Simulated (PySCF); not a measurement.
## Orbital energies and ionisation energy

Compound: H7N2PSi.
Z-matrix (Å and degrees, PBE0-D3(BJ)/def2-SVP geometry), rows numbered from 1:
```
N 
Si  1  1.7266
N   2  1.7242  1  106.61
P   2  2.2769  1  120.59  3  -116.89
H   1  1.0143  2  119.75  3    57.29
H   1  1.0138  2  118.97  3  -160.01
H   2  1.5010  1  103.90  3   126.35
H   3  1.0134  2  120.00  1  -162.13
H   3  1.0143  2  119.69  1    52.87
H   4  1.4283  2   93.43  1   -56.30
H   4  1.4291  2   94.21  1    37.91
```

Level: PBE0/def2-SVPD (PySCF). Frontier orbitals with their largest atomic shares (Löwdin; up to four atoms above 4 %):

```json
{"orbital": "HOMO−3", "ε (eV)": "-9.02", "main atoms": "P4 25 %, Si2 21 %, N1 16 %, N3 13 %"}
{"orbital": "HOMO−2", "ε (eV)": "-8.31", "main atoms": "P4 38 %, N1 27 %, Si2 13 %, H11 7 %"}
{"orbital": "HOMO−1", "ε (eV)": "-7.61", "main atoms": "N3 57 %, Si2 12 %, N1 10 %, H7 6 %"}
{"orbital": "HOMO", "ε (eV)": "-6.72", "main atoms": "?"}
{"orbital": "LUMO", "ε (eV)": "0.28", "main atoms": "Si2 30 %, P4 18 %, H10 10 %, H8 8 %"}
{"orbital": "LUMO+1", "ε (eV)": "0.76", "main atoms": "P4 45 %, H11 21 %, Si2 17 %, H7 7 %"}
{"orbital": "LUMO+2", "ε (eV)": "0.90", "main atoms": "P4 19 %, Si2 15 %, N1 13 %, H6 11 %"}
```

**Question.** What vertical ionisation energy does ΔSCF give, and how far is −ε(HOMO) from it?

**Answer.** ΔSCF: 8.63 eV (833 kJ/mol; threshold wavelength 144 nm); ⟨S²⟩ of the doublet left behind is 0.764, against 0.75 for a pure doublet. −ε(HOMO) is 6.72 eV, 1.91 eV below it. For the exact functional −ε(HOMO) would equal the first vertical ionisation energy; PBE0 (global hybrid, 25 % exact exchange) falls short of its own ΔSCF value by 22 %.

**Question.** On which atoms does the HOMO lie?

**Answer.** P4 (three-coordinate phosphorus) 46 %, N1 (silicon-bound nitrogen) 24 %, Si2 (SiH silicon) 9 %, N3 (silicon-bound nitrogen) 5 %. The HOMO−1 lies 0.89 eV lower.

**Question.** With α = 73.2 au, estimate the like-pair dispersion coefficient by London's formula C6 = (3/4)α²I.

**Answer.** I = 0.3172 Eh, so C6 ≈ 1270 au, a rough estimate.

**Question.** What total energies stand behind the ΔSCF value?

**Answer.** E(N) = -743.97799 Eh and E(N − 1) = -743.66075 Eh at the same geometry, 0.31724 Eh apart.

**Question.** How many of the 10 lowest singlet excitations (vertical TDDFT, same level) lie below the ionisation energy?

**Answer.** All 10; they run from 5.81 to 7.61 eV.

One conformer (not necessarily the lowest) at the PBE0-D3(BJ)/def2-SVP geometry, without solvent, vibrations or thermal averaging.

These values come from a run that also computed excited states and ΔSCF ions. The run took 31 s wall (with the writing of density and orbital grids) on one thread, Arm Neoverse V2 (aarch64), no GPU, shared host, and the process peaked at 0.64 GiB of memory.
